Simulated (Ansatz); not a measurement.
One change: `[CH3][Zr]12345678([OH])([C@H]9[C@@H]1[C@@H]2[C@@H]3[C@H]94)[C@H]1[C@@H]5[C@@H]6[C@@H]7[C@H]18` becomes `[OH][Zr]12345678([Cl])([C@H]9[C@@H]1[C@@H]2[C@@H]3[C@H]94)[C@H]1[C@@H]5[C@@H]6[C@@H]7[C@H]18`.

Ansatz, PBE0-D4/def2-TZVP geometries, multiplicity 1. Each molecule was computed in one conformer, which needn't be the lowest.

Elements past krypton have def2 core potentials.

```csv
property,`[CH3][Zr]12345678([OH])([C@H]9[C@@H]1[C@@H]2[C@@H]3[C@H]94)[C@H]1[C@@H]5[C@@H]6[C@@H]7[C@H]18`
LUMO energy (PBE/def2-TZVPP) / eV,-1.50
HOMO–LUMO gap (PBE0/def2-TZVPP) / eV,6.09
size of the dipole moment (ωB97M-V/def2-TZVPP) / D,2.06
LUMO energy (B3LYP/def2-TZVPP) / eV,-0.80
size of the dipole moment (PBE/def2-TZVPP) / D,1.85
HOMO–LUMO gap (PBE/def2-TZVPP) / eV,4.06
```

(1) What does the change do to each property? (Estimate.)

Answers

(1) Computed: 
```tsv
property	`[OH][Zr]12345678([Cl])([C@H]9[C@@H]1[C@@H]2[C@@H]3[C@H]94)[C@H]1[C@@H]5[C@@H]6[C@@H]7[C@H]18`	shift
LUMO energy (PBE/def2-TZVPP) / eV	-1.89	-0.39
HOMO–LUMO gap (PBE0/def2-TZVPP) / eV	5.78	-0.31
size of the dipole moment (ωB97M-V/def2-TZVPP) / D	3.59	1.53
LUMO energy (B3LYP/def2-TZVPP) / eV	-1.22	-0.42
size of the dipole moment (PBE/def2-TZVPP) / D	3.32	1.47
HOMO–LUMO gap (PBE/def2-TZVPP) / eV	3.87	-0.19
```

With PBE0 the HOMO falls by 0.12 eV and the LUMO falls by 0.43 eV, so the gap narrows by about 0.31 eV. PBE moves the HOMO by -0.20 eV and ωB97M-V by -0.07 eV. Dipoles are sizes alone; their direction can turn.

B3LYP here is the variant with VWN-RPA as its local correlation; programs differ in this.

Positive LUMOs are unbound, so they and the gaps depend on the basis.
